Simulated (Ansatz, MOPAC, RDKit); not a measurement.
System: H$_{4}$B$_{2}$O (charge 0, singlet). SMILES: O(B)B

Atoms: O1, B2, H3, H4, B5, H6, H7. Bonds: O1-B2, O1-B5, B2-H3, B2-H4, B5-H6, B5-H7.

Bond lengths (Å) and angles (degrees) optimised at UFF with RDKit; PM3 with MOPAC; B3LYP/LANL2DZ with Ansatz (a program for electronic structure), each started from the B3LYP-D3(BJ)/def2-TZVP structure (Ansatz) of the last column. A row stands for all coordinates that are equal there. No wavenumbers were computed at UFF, B3LYP/LANL2DZ, so these may be saddle points.

| coordinate | UFF | PM3 | B3LYP/LANL2DZ | B3LYP-D3(BJ)/def2-TZVP |
|---|---|---|---|---|
| O1-B2 | 1.334 | 1.324 | 1.357 | 1.334 |
| B2-H3 | 1.193 | 1.141 | 1.193 | 1.193 |
| B2-O1-B5 | 180.0 | 180.0 | 180.0 | 180.0 |
| O1-B2-H3 | 118.5 | 117.8 | 118.4 | 118.5 |
| H3-B2-H4 | 122.9 | 124.4 | 123.2 | 122.9 |

Mean signed difference of all 6 bond lengths from B3LYP-D3(BJ)/def2-TZVP: UFF 0.000 Å, PM3 -0.038 Å, B3LYP/LANL2DZ 0.008 Å.
